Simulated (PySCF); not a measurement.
C₆ coefficients of unlike pairs at r2SCANh

Calculated with PySCF 2.14 from the dipole response of each species, C₆(A,B) = (3/π) ∫ α_A(iu) α_B(iu) du, in atomic units, from isotropic polarisabilities. For ions this is the dispersion term alone; charge-induced terms of lower order in 1/R come first.

```
species      configuration                        basis     relativity  α (bohr³)  C₆ (like pair)
    C³⁺      [He] 2s1 (2S)  aug-cc-pVQZ-DK (6s5p4d3f2g)  spin-free X2C      3.196           2.708
     Mg      [Ne] 3s2 (1S)      aug-cc-pCVTZ (8s7p5d3f)           none      75.45           706.8
    Co⁺      [Ar] 3d8 (3F)    def2-QZVPPD (11s6p5d4f2g)           none      9.135           32.42
     Co  [Ar] 3d7 4s2 (4F)  aug-cc-pVTZ-DK (8s7p5d3f2g)  spin-free X2C      54.43           481.8
```

Problem. Estimate C₆ for Co with Co⁺.

Solution. The integral gives 113.5. The combination rule 2 C_A C_B / (C_A α_B/α_A + C_B α_A/α_B) gives 114.0 and the geometric mean 125.0.

No spin-orbit coupling is included.

The other pairs:

```csv
pair,C₆
"Co, Mg",575.4
"Mg, C³⁺",40.76
"Co⁺, C³⁺",9.001
"Co⁺, Mg",125.7
"Co, C³⁺",35.34
```
